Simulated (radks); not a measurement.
Q: Kr4+, configuration [Ar] 3d10 4s2 4p2. All-electron calculation, non-relativistic Kohn-Sham, BLYP, spin-polarised, spherical densities, point nucleus; open shells are filled with parallel spins first. Program: a radial shooting solver on a logarithmic mesh with Libxc functionals. Some entries of the table are withheld. Estimate them.

| orbital | occ. | eigenvalue (hartree) | r(max) (bohr) | <r^2> (bohr^2) |
|---|---|---|---|---|
| 1s up | 1 | -513.0400 | 0.02804 | 0.002413 |
| 1s down | 1 | -513.0323 | 0.02804 | 0.002413 |
| 2s up | 1 | -68.48241 | 0.1582 | 0.04151 |
| 2s down | 1 | -68.47806 | 0.1582 | 0.04150 |
| 2p up | 3 | -62.16741 | 0.1250 | 0.03198 |
| 2p down | 3 | -62.16007 | 0.1251 | 0.03199 |
| 3s up | 1 | -11.40538 | 0.4766 | 0.3364 |
| 3s down | 1 | -11.39523 | 0.4767 | 0.3360 |
| 3p up | 3 | -9.15965 | 0.4670 | (1) |
| 3p down | 3 | -9.14819 | 0.4671 | (2) |
| 3d up | 5 | (3) | 0.4096 | 0.3728 |
| 3d down | 5 | (4) | 0.4096 | 0.3700 |
| 4s up | 1 | -2.66663 | 1.306 | 2.374 |
| 4s down | 1 | -2.57705 | 1.298 | 2.384 |
| 4p up | 2 | (5) | 1.424 | 2.910 |
| 4p down | 0 | (6) | 1.420 | 2.965 |

A: 
(1) 3p up <r^2> (bohr^2): 0.3468
(2) 3p down <r^2> (bohr^2): 0.3461
(3) 3d up eigenvalue (hartree): -5.12761
(4) 3d down eigenvalue (hartree): -5.11404
(5) 4p up eigenvalue (hartree): -2.10295
(6) 4p down eigenvalue (hartree): -2.01432
